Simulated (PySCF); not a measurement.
Dipole moment and polarisability of `Cc1cpccc1F`

C6H6FP.
Geometry (GFN2-xTB, Å), atoms numbered from 1 in this order:
```
atom  x, y, z in Å
C1    -2.0796    0.2247    0.0954
C2    -0.6224   -0.1190    0.0309
C3    -0.1916   -1.4313    0.0676
P4     1.4504   -1.9878    0.0125
C5     2.2842   -0.4722   -0.0954
C6     1.6762    0.7644   -0.1219
C7     0.3043    0.9168   -0.0613
F8    -0.1767    2.1841   -0.0944
H9    -2.3577    0.8455   -0.7554
H10   -2.6932   -0.6716    0.0982
H11   -2.2866    0.7983    0.9986
H12   -0.9489   -2.2030    0.1393
H13    3.3646   -0.5110   -0.1451
H14    2.2763    1.6618   -0.1912
```

Level: PBE0/def2-SVPD (PySCF), static field, nuclei fixed, core orbitals frozen in the response. The polarisability tensor in these axes (au):

```
x   112.58  -8.20  -2.40
y    -8.20 108.93  -1.79
z    -2.40  -1.79  59.15
```

Task: Give the principal values, the mean and the anisotropy Δα = √{½[(α1 − α2)² + (α2 − α3)² + (α1 − α3)²]}.

Result: Principal values 58.95, 102.55 and 119.17 au; mean 93.56 au = 13.86 Å³ = 15.43 × 10⁻⁴⁰ C²·m²/J; Δα = 53.87 au (58 % of the mean).

Task: What is the dipole moment, and where does it point?

Result: (-0.63, 0.35, 0.03) D, 0.72 D in size, pointing from the negative to the positive side. Measured along this direction, the outermost atoms are H13 at the negative end and H9 and H11 at the positive end.

Task: What are the principal values of the traceless quadrupole moment, Θ = ½Σq(3rr − r²1), about the centre of nuclear charge?

Result: -9.41, -2.63, 12.04 D·Å. The values depend on the origin, since the dipole doesn't vanish. The electronic extent ⟨r²⟩ about the same centre is 1081 bohr², a root-mean-square distance of 2.14 Å for the 66 electrons.

Task: Along which axes do the principal values lie, and how far do the nuclei extend along each?

Result: Largest value along (0.78, -0.62, -0.01), where the nuclei span 5.31 Å; middle along (0.62, 0.78, -0.07), 5.04 Å; least along (0.05, 0.04, 1.00), 1.75 Å. The response follows the extents in order.

Task: Estimate the molar refractivity from the static electronic polarisability.

Result: Lorentz–Lorenz: R = (4π/3)N_A α = 2.5225 cm³/(mol·Å³) × 13.86 Å³ = 35.0 cm³/mol, in the limit of long wavelengths.

Task: What depolarisation ratio follows for Rayleigh scattering of linearly polarised light, taking the static tensor?

Result: ρ = 3Δα²/(45ᾱ² + 4Δα²) = 8705.9/(393872 + 11607.9) = 0.0215.

Task: What would n − 1 = 2πNα be for an ideal gas of these molecules at 400 K and 1 atm, electronic part alone?

Result: N = p/kT = 1.8347 × 10¹⁹ cm⁻³, so n − 1 = 2π × N × 13.86 × 10⁻²⁴ cm³ = 1598 × 10⁻⁶ at long wavelengths.

Isolated species at its GFN2-xTB geometry, gas phase.
